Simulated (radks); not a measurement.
All-electron atom: W II in [Xe] 4f14 5d4 6s1 (the NIST ground configuration). All-electron calculation, Dirac Kohn-Sham, BLYP, spin-unpolarised, spherical densities, finite nucleus; open shells fill j = l - 1/2 first; Fermi nuclear charge, rms radius 5.3658 fm. Program: a radial shooting solver on a logarithmic mesh with Libxc functionals.

Normalised radial functions P(r) = r R(r) (large component), r in bohr:

| r | 5s1/2 | 5p1/2 | 5p3/2 |
|---|---|---|---|
| 0.001972 | 0.1053 | 0.0132 | 0.0037 |
| 0.003112 | 0.1396 | 0.0227 | 0.0085 |
| 0.00491 | 0.1731 | 0.0401 | 0.0191 |
| 0.007684 | 0.1898 | 0.0705 | 0.0408 |
| 0.01212 | 0.1611 | 0.1220 | 0.0827 |
| 0.01913 | 0.0500 | 0.1947 | 0.1508 |
| 0.03018 | -0.1439 | 0.2598 | 0.2286 |
| 0.04762 | -0.2941 | 0.2268 | 0.2395 |
| 0.07513 | -0.1382 | -0.0160 | 0.0556 |
| 0.1185 | 0.3155 | -0.3429 | -0.2786 |
| 0.187 | 0.2972 | -0.2059 | -0.2662 |
| 0.2951 | -0.4718 | 0.4425 | 0.3334 |
| 0.4655 | -0.3339 | 0.3261 | 0.4115 |
| 0.7345 | 0.8654 | -0.7126 | -0.5278 |
| 1.15 | 1.0467 | -1.0410 | -1.0234 |
| 1.814 | 0.3705 | -0.4909 | -0.5814 |
| 2.862 | 0.0395 | -0.0842 | -0.1256 |
| 4.515 | 0.0008 | -0.0038 | -0.0080 |
| 7.124 | 0.0000 | 0.0000 | -0.0001 |

5s1/2: eigenvalue -85.710 eV, 4 radial nodes at r = 0.0218, 0.0872, 0.227, 0.532 bohr, <r> = 1.07 bohr, 90 % of the charge inside 1.54 bohr. 5p1/2: eigenvalue -57.174 eV, 3 radial nodes at r = 0.0735, 0.218, 0.544 bohr, <r> = 1.18 bohr, 90 % of the charge inside 1.72 bohr. 5p3/2: eigenvalue -47.368 eV, 3 radial nodes at r = 0.0814, 0.235, 0.584 bohr, <r> = 1.28 bohr, 90 % of the charge inside 1.88 bohr.
